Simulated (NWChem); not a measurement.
# C4H5N; SMILES N1=CC=CC1

```xyz
10

C      0.7932     0.9290     0.0000
C     -0.5483     1.0611     0.0000
C     -1.1180    -0.3184     0.0000
N     -0.0062    -1.2381     0.0000
C      1.0557    -0.5133     0.0000
H      1.5438     1.7202     0.0000
H     -1.1260     1.9866     0.0000
H     -1.7621    -0.5116     0.8784
H     -1.7621    -0.5116    -0.8784
H      2.0538    -0.9676     0.0000
```
Atoms are numbered in this order, from 1.

Program: NWChem. Medium grid unless said otherwise, to which SCAN and Minnesota functionals are sensitive. Coordinates come from a PBE0/def2-SVP optimisation. B3LYP is NWChem's, with the RPA form of VWN correlation.

**Question.** Order these by “highest occupied level (eV)”, lowest first: PBE/def2-TZVP; r2SCAN/def2-TZVP; B3LYP/def2-TZVP; TPSSh/def2-TZVP; LDA (Slater exchange, VWN5)/def2-TZVP.

**Answer.** B3LYP/def2-TZVP (-7.18), TPSSh/def2-TZVP (-6.74), r2SCAN/def2-TZVP (-6.47), LDA (Slater exchange, VWN5)/def2-TZVP (-6.25), PBE/def2-TZVP (-6.14)
